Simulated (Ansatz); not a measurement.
C₂H₇BSSi, SMILES `S[SiH]1BCC1`, relaxed with RKS PBE0-D4/def2-TZVP in Ansatz from a PBE-D4/def2-SVP geometry. The force threshold is 0.005 eV/Å; the program also tests the step.

Charge 0, multiplicity 1.

Start:

```xyz
12

S    -0.548    1.355   -2.189
Si    0.439    1.056   -0.271
B    -0.988    0.537    1.088
C    -0.603   -0.957    0.768
C     0.804   -0.799    0.113
H     0.560    1.079   -2.937
H     1.570    2.044   -0.110
H    -1.797    0.993    1.869
H    -0.742   -1.764    1.521
H    -1.356   -1.178   -0.038
H     1.059   -1.512   -0.697
H     1.603   -0.854    0.883
```

Q: How much energy does the relaxation release, and in how many steps? (An estimate is asked.)

A: Computed: 4.98 kJ/mol, in 8 steps, 1 of them rejected.

Q: Which bonds change most? (Estimate.)

A: Ansatz gave: S1–Si2 from 2.177 to 2.148 Å; Si2–C5 from 1.930 to 1.901 Å; B3–H8 from 1.214 to 1.192 Å; S1–H6 from 1.364 to 1.345 Å.

Q: Give the relaxed structure. (Best estimate.)

A: The calculation gave: 
```xyz
12

S    -0.526    1.335   -2.183
Si    0.428    1.030   -0.283
B    -0.988    0.538    1.078
C    -0.608   -0.952    0.767
C     0.791   -0.795    0.108
H     0.583    1.141   -2.917
H     1.543    2.007   -0.120
H    -1.777    0.986    1.853
H    -0.713   -1.723    1.537
H    -1.343   -1.215   -0.017
H     1.030   -1.501   -0.687
H     1.580   -0.852    0.865
```
